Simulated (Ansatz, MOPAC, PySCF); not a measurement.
Constitutional and geometric isomers with formula CH3NO. All species are isolated molecules in the gas phase. One relaxed conformer stands for each flexible species; it need not be the lowest. Strings in code marks are SMILES.

Quantity: electronic energy of isomers of CH3NO relative to `NC=O`, in kcal/mol. Semi-empirical values (MOPAC) are differences of heats of formation.

Level 1: frozen-core CCSD(T)/cc-pVQZ // PBE0-D3(BJ)/def2-TZVP (Ansatz, a quantum-chemistry and plane-wave program)
Level 2: PBE-D3(BJ)/def2-TZVP // PBE0-D3(BJ)/def2-TZVP (PySCF)
Level 3: PBE/6-31G* // PBE0-D3(BJ)/def2-TZVP (PySCF)
Level 4: PM3 // PBE0-D3(BJ)/def2-TZVP (MOPAC)

```json
[
 {"species": "`[H]/N=C\\O` (N–C–O–H torsion 0°)", "level 1": "13.8", "level 2": "16.4", "level 3": "17.4", "level 4": "10.7"}
]
```
